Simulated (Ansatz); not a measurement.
Abridged output of a molecular run in Ansatz:

```
Functional definition: HF
1810 factors; integrals over basis functions are off by at most 1.7e-3 eV
mean field evaluation 1: about -13427.0923 eV, gradient 4.2e1 eV
mean field evaluation 2: about -13427.3859 eV, gradient 4.2e1 eV
mean field evaluation 4: about -13432.1994 eV, gradient 6.3e0 eV
mean field evaluation 8: about -13432.3225 eV, gradient 4.5e-1 eV
mean field -13432.32365151 eV, -493.6287894371 hartree, gradient 2.4e-6 eV, S^2 0.000000; 0 other end points of the search recorded, 0 dependent functions left out
10 core orbitals not correlated: weight in the atoms' cores, before any rotation towards them, 1.000 or more for the frozen orbitals, at most 0.000 for the correlated occupied ones
reference -13432.32365151 eV, -493.6287894371 hartree; 16, 16 occupied and 283, 283 virtual orbitals, 1810 factors
second order -24.37247644 eV of doubles, -0.00000000 eV of singles
cycle   1  -24.96264305 eV  change   -5.9e-1 eV  update   1.3e-1
cycle   2  -25.65658999 eV  change   -6.9e-1 eV  update   4.0e-2
cycle   3  -25.84120247 eV  change   -1.8e-1 eV  update   2.3e-2
cycle   4  -25.82687487 eV  change    1.4e-2 eV  update   6.4e-3
cycle   5  -25.82423662 eV  change    2.6e-3 eV  update   3.4e-3
cycle   6  -25.82504003 eV  change   -8.0e-4 eV  update   1.2e-3
cycle   7  -25.82456634 eV  change    4.7e-4 eV  update   5.3e-4
cycle   8  -25.82459828 eV  change   -3.2e-5 eV  update   2.0e-4
cycle   9  -25.82471253 eV  change   -1.1e-4 eV  update   8.2e-5
cycle  10  -25.82467897 eV  change    3.4e-5 eV  update   3.4e-5
perturbative correction -1.10633241 eV, -0.0406569663 hartree
Total energy: -13459.25466289 eV, -494.6184858509 hartree
```

Its atoms:

Z-matrix (Å, degrees):
```
C
Si 1 1.879
O 1 1.565 2 112.3
B 1 1.504 2 126.7 3 -154.1
B 1 1.553 2 114.2 3 54.3
C 2 1.866 1 109.9 3 -171.2
H 2 1.491 1 108.5 3 -50.1
H 2 1.488 1 109.0 3 66.7
H 4 1.196 1 121.2 2 151.3
H 4 1.198 1 118.6 2 -31.5
H 5 1.183 1 153.4 2 78.9
H 6 1.092 2 110.9 1 -63.1
H 6 1.093 2 110.2 1 177.0
H 6 1.092 2 111.0 1 57.1
```

Q: Which basis set was used?
A. def2-TZVPP
B. def2-SVP
C. cc-pV(Q+d)Z
D. def2-TZVPPD

A: A. It gives 309 functions.

Q: Write the keys of the input that set method, charge and spin (a neutral closed shell needs none for the last two).

A: 
```yaml
correlation: {method: ccsd_t}
```
